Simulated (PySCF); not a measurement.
**Dipole response of I (iodine, neutral)**

[Kr] 4d10 5s2 5p5, 2P determinant. Computed with PySCF 2.14 in aug-cc-pwCVTZ-DK3 with one added diffuse shell each of s, p, d, f type (11s10p8d5f1g, 125 functions), with the spin-free X2C one-electron Hamiltonian (Gaussian nucleus). Coupled (time-dependent) response in atomic units; α is the mean over directions.

```tsv
method	mean α (bohr³)	α xx, yy, zz	C₆ (like pair)	S(−4)
TPSSh	33.40	30.60, 34.80, 34.80	366.3	230.7
B97-3	33.53	30.73, 34.93, 34.93	365.9	233.6
```

S(−4) is the Cauchy moment in α(ω) = α(0) + S(−4) ω² + …

Reference α: 32.9 ± 1.3 bohr³ (recommended; Schwerdtfeger and Nagle, table of static dipole polarizabilities (2023 update)). Published C₆: 385.0 (Chu and Dalgarno (2004); Tang, Norbeck and Certain (1976)).

Spin-orbit coupling is absent.

α(iu) at B97-3:

| u (hartree) | α(iu) (bohr³) |
| --- | --- |
| 0 | 33.53 |
| 0.0500 | 32.96 |
| 0.100 | 31.39 |
| 0.200 | 26.67 |
| 0.300 | 21.72 |
| 0.500 | 14.26 |
| 0.750 | 9.023 |
| 1.00 | 6.216 |
| 1.50 | 3.560 |
| 2.00 | 2.385 |
| 3.00 | 1.351 |
| 5.00 | 0.6350 |

A single London oscillator, α(iu) = α/(1 + u²/ω²), gives C₆ = (3/4) ω α². Matching the computed C₆ needs ω = 4 × 365.9 / (3 × 33.53²) = 0.434 hartree.

The components differ because the open shell of this determinant is not spherical; for a pure term their mean is the scalar polarisability.
